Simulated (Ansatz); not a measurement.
Total energies of BeMe(NH2) (CH5BeN) from Ansatz at PBE-D4/def2-TZVPD, gas phase (1 Eh = 27.2114 eV = 2625.5 kJ/mol). The reference geometry is relaxed at r2SCAN-D4/def2-TZVP.

```csv
state,geometry,energy (Eh)
charge 0 singlet,reference,-110.53634
charge -1 doublet,reference,-110.51204
free Be atom (singlet),–,-14.62825
free C atom (triplet),–,-37.79605
free H atom (doublet),–,-0.49962
free N atom (quartet),–,-54.53224
```

Q: Work out the vertical electron affinity, to the doublet.

A: E(charge 0 singlet) − E(charge -1 doublet) = -110.53634 − (-110.51204) = -0.02430 Eh = -0.66 eV; negative, so the extra electron isn't bound.

Q: What is the binding energy per atom against free atoms?

A: Atoms: 1 × (-14.62825) + 1 × (-37.79605) + 5 × (-0.49962) + 1 × (-54.53224) = -109.45464 Eh. Binding: -109.45464 − (-110.53634) = 1.08170 Eh = 29.43 eV, or 3.68 eV for each of 8 atoms (no zero-point energy, no counterpoise term).

At PBE-D4/def2-TZVPD the highest occupied level of the charge -1 doublet lies above zero (up to 2.12 eV). By energy differences it is unbound by 0.66 eV (vertical, to the charge 0 singlet, at PBE-D4/def2-TZVPD) and held by the finite basis.
